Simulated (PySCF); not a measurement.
TDDFT excited states: C5H5FP2

Compound: C5H5FP2.
SMILES: `Cc1pcc(F)cp1`

Theory: TDDFT PBE0/def2-SVPD, vertical, gas phase, core orbitals frozen in the response (PySCF 2.14.0, density-fitted response routines). Isolated species at its GFN2-xTB geometry, gas phase.

```
state  E (eV)  λ (nm)  ν̃ (cm⁻¹)       f  |μ| (D)  symmetry  main configurations (H = HOMO, L = LUMO)
   S1    3.91   316.8      31560   0.014     0.98        A′                               H-1→L (98%)
   S2    4.05   305.8      32700  0.0097     0.80        A″                  H→L (73%), H-2→L+1 (26%)
   S3    4.36   284.3      35170  0.0000     0.01         –                             H-1→L+1 (96%)
   S4    4.70   263.5      37950   0.011     0.79        A′                  H-2→L (64%), H→L+1 (33%)
   S5    5.24   236.5      42290   0.283     3.77        A′                  H→L+1 (63%), H-2→L (29%)
   S6    5.37   230.7      43350   0.289     3.77        A″                  H-2→L+1 (64%), H→L (24%)
   S7    5.53   224.4      44570  0.0031     0.39        A″                               H-3→L (97%)
   S8    5.93   209.0      47850   0.011     0.71        A′                             H-3→L+1 (99%)
```

Triplets (Tamm–Dancoff): T1 2.89 eV, H-2→L (71%), H→L+1 (24%); T2 3.28 eV, H→L (95%); T3 3.31 eV, H-1→L (93%).

The lowest singlet comes at 317 nm (378 kJ/mol) in the ultraviolet; it is weak; its leading configuration is HOMO-1→LUMO (98%). The largest oscillator strength of a single state is 0.289. Löwdin shares by element: HOMO carbon 41% or more, phosphorus 24% (atoms not listed hold the other 34%); LUMO phosphorus 42%, carbon 36% or more (atoms not listed hold the other 22%). Weighted by f, the mean energy of these states is 5.26 eV. The listed states span 2.02 eV, and the widest gap between neighbours is 0.54 eV (S4 to S5). Orbital energies (eV): HOMO-3 -9.06, HOMO-2 -7.61, HOMO-1 -7.51, HOMO -7.43, LUMO -2.32, LUMO+1 -1.80, LUMO+2 0.50. Symmetry labels in Cs follow from the direction of the transition dipole and are given only for states with f of 0.002 or more. Only the lowest 8 singlets were computed, as vertical energies without vibronic structure.

The run took 35 s of wall time on Arm Neoverse V1, one thread, no GPU, shared host, and the process peaked at 0.84 GiB of memory.
